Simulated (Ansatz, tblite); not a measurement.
Isomers of Nb$_{6}$⁻ (doublet), found by a short tight-binding search and relaxed with PBE-D4/def2-SVPD in Ansatz.

In the def2 sets Nb takes a core potential; there is no spin–orbit coupling. The xTB rows come from tblite. B3LYP takes the VWN-RPA correlation. Correlated methods freeze no core orbitals; core or outer-core shells of Nb are correlated, in sets that lack core-valence functions.

Run but left out: HF/STO-3G, HF/def2-TZVPD, r2SCAN-D4/def2-TZVPD, BHLYP-D4/def2-TZVPD, B2PLYP/def2-TZVPD, MP2/def2-TZVPD (A: ⟨S²⟩ 1.15 to 8.41, where a pure state has 0.75).

A: At PBE-D4/def2-TZVPD the highest occupied level of the charge -1 doublet lies above zero (up to 0.18 eV). It is a level of β spin, whose loss leaves a triplet; that state wasn't run at this geometry and level. The electron is either unbound and held by the finite basis, or the level is raised by self-interaction error. At PBE0-D4/def2-TZVPD the charge -1 doublet is spin-contaminated (final ⟨S²⟩ up to 0.97, 0.75 for a pure state). B: At PBE-D4/def2-TZVPD the highest occupied level of the charge -1 doublet lies above zero (up to 0.21 eV). It is a level of β spin, whose loss leaves a triplet; that state wasn't run at this geometry and level. The electron is either unbound and held by the finite basis, or the level is raised by self-interaction error. At PBE0-D4/def2-TZVPD the charge -1 doublet is spin-contaminated (final ⟨S²⟩ up to 0.96, 0.75 for a pure state). C: At PBE0-D4/def2-TZVPD the charge -1 doublet is spin-contaminated (final ⟨S²⟩ up to 0.92, 0.75 for a pure state).

Other spin states weren't relaxed.

A:

```xyz
6

Nb    0.4020    1.7992   -0.5806
Nb   -1.2442   -0.0835    0.9278
Nb    0.5562   -1.7022    1.2401
Nb    0.2496   -1.0716   -1.0979
Nb   -1.5737    0.5199   -1.4140
Nb    1.6102    0.5383    0.9246
```

B:

| atom | x (Å) | y (Å) | z (Å) |
| --- | --- | --- | --- |
| Nb1 | 1.159 | -1.041 | -0.158 |
| Nb2 | 0.335 | -0.298 | 2.160 |
| Nb3 | -0.196 | 1.201 | -1.438 |
| Nb4 | -0.649 | -1.125 | -1.782 |
| Nb5 | -1.453 | -0.288 | 0.509 |
| Nb6 | 0.804 | 1.551 | 0.709 |

C:

```xyz
6

Nb    0.3683   -1.2967    0.2087
Nb    1.4473   -1.2536    2.3088
Nb    0.8520    0.8287    1.8928
Nb   -0.3317    1.3033   -0.2288
Nb   -1.4652    1.2507   -2.2985
Nb   -0.8706   -0.8324   -1.8829
```

Task: Estimate which lies lowest at each level, and how far above it the others are (eV).

Result: 
```tsv
level	A	B	C
GFN1-xTB	0.32	0.00	4.30
PBE-D4/def2-TZVPD	0.00	0.03	2.43
B3LYP-D4/def2-TZVPD	0.00	0.09	2.13
PBE0-D4/def2-TZVPD	0.00	0.10	2.62
RPA@PBE/def2-TZVPD	0.00	0.12	2.78
```
Point groups (tolerance 0.1 Å): A C2v, B C2, C C2h. Lower isomers may exist.
